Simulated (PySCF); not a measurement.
Bonds (- single, = double, # triple, : aromatic): B1-C2 1.536 Å, C2=C3 1.362 Å, C3-C4 1.449 Å, C4=C5 1.343 Å. B1 carries H6, H7; C2 carries H8; C3 carries H9; C4 carries H10; C5 carries H11, H12. Stereochemistry as in B/C=C\C=C. H11 is cis to C3; H12 is trans to C3.

Method: NMR shieldings at PBE0/pcSseg-1/GIAO, geometry: PBE0-D3(BJ)/def2-SVP, in PySCF 2.14 (non-relativistic, one averaged value for each set of equivalent atoms, no solvent model, one conformer).

δ = σ(ref) − σ, references computed at the same level: 13C (184.41 ppm) and 1H (31.27 ppm) against TMS; 11B (100.73 ppm) vs BF3·OEt2.

```json
{"atoms": "H12", "nucleus": "1H", "count": "1", "δ (ppm)": "5.95"}
{"atoms": "H8", "nucleus": "1H", "count": "1", "δ (ppm)": "?"}
{"atoms": "H11", "nucleus": "1H", "count": "1", "δ (ppm)": "5.89"}
{"atoms": "C3", "nucleus": "13C", "count": "1", "δ (ppm)": "169.7"}
{"atoms": "H9", "nucleus": "1H", "count": "1", "δ (ppm)": "?"}
{"atoms": "C4", "nucleus": "13C", "count": "1", "δ (ppm)": "143.7"}
{"atoms": "B1", "nucleus": "11B", "count": "1", "δ (ppm)": "66.8"}
{"atoms": "C2", "nucleus": "13C", "count": "1", "δ (ppm)": "?"}
{"atoms": "H10", "nucleus": "1H", "count": "1", "δ (ppm)": "7.82"}
{"atoms": "C5", "nucleus": "13C", "count": "1", "δ (ppm)": "136.5"}
{"atoms": "H6/H7", "nucleus": "1H", "count": "2", "δ (ppm)": "6.99"}
```

**Question.** Fill in the missing shifts.

**Answer.** 
- C2: 143.1 ppm, alkene CH; the olefinic region
- H9: 7.27 ppm, hydrogen on an alkene CH; olefinic region
- H8: 7.03 ppm, hydrogen on an alkene CH; a vinylic proton, deshielded by the sp2 carbon and the C=C anisotropy

Hydrogens on boron are broadened and split by 11B (spin 3/2, 80 %) and 10B (spin 3). A carbon bonded to boron is broadened by the quadrupolar boron nucleus and is often missing from a measured spectrum. Shifts are as computed. Against solution values, carbons near 30 ppm lie about +2 ppm off and those near 130 ppm about +5 ppm. Of 1211 compounds with measured shifts, 218 miss one by over three times the rms of a fit or turn the order of signals round; such compounds aren't used in these exercises.
